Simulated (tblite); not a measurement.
Species: C3H4F2Si.
SMILES: `FC=C=C(F)[SiH3]`

Calculated harmonic vibrations of the isolated species, GFN2-xTB (tblite), most abundant isotopes, no scaling. Errors from tens to a few hundred cm⁻¹ against measured bands are possible. Modes of hydrogen on silicon can be 10 to 20 % off.

Harmonic wavenumbers (cm⁻¹): 69.6, 87.3, 134.7, 204.1, 245.4, 366.6, 456.5, 500.2, 552.3, 556.2, 654.2, 746.7, 753.8, 768.8, 775.3, 1014.9, 1052.7, 1190.0, 1389.1, 2045.4, 2283.6, 2292.3, 2314.7, 3045.1.

A = 4938, B = 1385, C = 1150 MHz; mass 106.005 u (most abundant isotopes); point group C1, symmetry number 1.

Problem. What is the zero-point energy?

Solution. Half the sum of the wavenumbers: 11750 cm⁻¹ = 140.56 kJ/mol.

Problem. Entropy at 200 K, 1 bar (ideal gas, RRHO, classical rotation)?

Solution. Translation 158.72, rotation 112.61, vibration 53.55: S = 324.9 J/(mol K).

Problem. And Cp and H(200 K) − H(0)?

Solution. Cp = 93.81 J/(mol K), of which vibrations give 60.55 (their classical limit is 24 R = 199.5); H(200 K) − H(0) = 12.66 kJ/mol without the zero-point energy, 6.01 from vibrations.

Problem. What must be added to the electronic energy to get the Gibbs energy at 200 K and 1 bar?

Solution. ZPE + [H(200 K) − H(0)] − T·S = 140.56 + 12.66 − 64.98 = 88.24 kJ/mol.

Problem. Which modes carry the vibrational entropy at 200 K?

Solution. 69.6 cm⁻¹: 14.15; 87.3 cm⁻¹: 12.32; 134.7 cm⁻¹: 8.89; 204.1 cm⁻¹: 5.83; 245.4 cm⁻¹: 4.59; 366.6 cm⁻¹: 2.31 J/(mol K); the other 18 give 5.46 together.

Problem. How do the functions run with temperature in this model?

Solution. 
```json
{"T (K)": "100", "S (J/(mol K))": "271.3", "Cp (J/(mol K))": "64.3", "H − H(0) (kJ/mol)": "4.76", "G − H(0) (kJ/mol)": "-22.37", "ln q(vib)": "1.04"}
{"T (K)": "300", "S (J/(mol K))": "368.1", "Cp (J/(mol K))": "120.1", "H − H(0) (kJ/mol)": "23.41", "G − H(0) (kJ/mol)": "-87.02", "ln q(vib)": "4.63"}
{"T (K)": "500", "S (J/(mol K))": "438.4", "Cp (J/(mol K))": "154.9", "H − H(0) (kJ/mol)": "51.25", "G − H(0) (kJ/mol)": "-167.98", "ln q(vib)": "8.11"}
{"T (K)": "800", "S (J/(mol K))": "518.2", "Cp (J/(mol K))": "183.9", "H − H(0) (kJ/mol)": "102.52", "G − H(0) (kJ/mol)": "-312.07", "ln q(vib)": "12.74"}
{"T (K)": "1000", "S (J/(mol K))": "560.6", "Cp (J/(mol K))": "195.9", "H − H(0) (kJ/mol)": "140.57", "G − H(0) (kJ/mol)": "-420.07", "ln q(vib)": "15.45"}
```

q(vib) and H(0) count from the zero-point level.

Problem. Blend soft modes into free rotors: weight 1/[1 + (100 cm⁻¹/ν̃)⁴] for the oscillator and the rest for a rotor with moment μB/(μ + B), μ = h/(8π²ν), B = 10⁻⁴⁴ kg m². What vibrational entropy results?

Solution. 50.91 J/(mol K) in place of 53.55, which changes −T·S at 200 K by +0.53 kJ/mol.

Hindered rotation and anharmonicity are outside this model. The structure is chiral; the term R ln 2 for an equal mix with its mirror image is left out.
